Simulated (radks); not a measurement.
Sr+, configuration [Kr] 5s1. All-electron calculation, scalar-relativistic Kohn-Sham, PBE, spin-unpolarised, spherical densities, finite nucleus; Fermi nuclear charge, rms radius 4.224 fm. Program: a radial shooting solver on a logarithmic mesh with Libxc functionals.

Local quantities along the radius. ELF = 1/(1 + alpha^2) is the electron localisation function; alpha = (tau - tau_W)/tau_unif compares the Pauli kinetic energy density with that of the uniform gas; r v_xc is r times the local exchange-correlation potential (hartree bohr); s = |grad rho|/(2 (3 pi^2)^(1/3) rho^(4/3)) is the reduced gradient; -r V(r) is the screened charge that the Kohn-Sham potential presents (atomic units). tau is taken from the large components.

r (bohr)    ELF     alpha   r v_xc       s  -r V(r)
0.00236   1.000   0.02091  -0.1178  0.5204    37.64
0.003147  1.000   0.02210  -0.1402  0.4942    37.51
0.004198  0.999   0.02423  -0.1691  0.4796    37.33
0.005644  0.999   0.02790  -0.2066  0.4756    37.09
0.007527  0.999   0.03388  -0.2511  0.4824    36.77
0.01004   0.998   0.04417  -0.3031  0.5007    36.35
0.0135    0.996   0.06386  -0.3625  0.5338    35.79
0.018     0.990    0.1029  -0.4214  0.5832    35.08
0.02401   0.965    0.1913  -0.4741  0.6511    34.18
0.03228   0.850    0.4194  -0.5129  0.7267    33.02
0.04306   0.534    0.9344  -0.5329  0.7368    31.63
0.05789   0.305     1.510  -0.5486  0.5476    29.89
0.07721   0.422     1.170  -0.6423  0.3162    27.92
0.103     0.701    0.6536  -0.7953  0.3152    25.66
0.1385    0.774    0.5401  -0.8836  0.4656    22.99
0.1847    0.523    0.9559  -0.8635  0.6062    20.12
0.2463    0.263     1.673  -0.8222  0.4037    17.03
0.3311    0.555    0.8961   -1.038  0.2098    13.92
0.4417    0.775    0.5388   -1.185  0.3770    10.97
0.5891    0.678    0.6895   -1.111  0.6598    8.405
0.792     0.252     1.723  -0.8950  0.8224    6.272
1.056     0.364     1.323  -0.9038  0.4336    4.736
1.409     0.809    0.4856   -1.019  0.5573    3.596
1.894     0.729    0.6094  -0.8996   1.015    2.662
2.526     0.206     1.960  -0.6870   1.548    2.054
3.37      0.109     2.858  -0.5766   1.382    1.737
4.53      0.719    0.6257  -0.5445   1.804    1.593
6.042     0.989    0.1042  -0.4272   3.777    1.435
8.059     1.000   0.01887  -0.2952   10.34    1.296
10.84     1.000  0.003498  -0.1095   42.14    1.109

On this mesh the ELF has minima near r = 0.058, 0.25, 0.91, 2.9 bohr, which separate the shells, and maxima near 0.0015 (1.00), 0.14 (0.77), 0.44 (0.78), 1.6 (0.82).
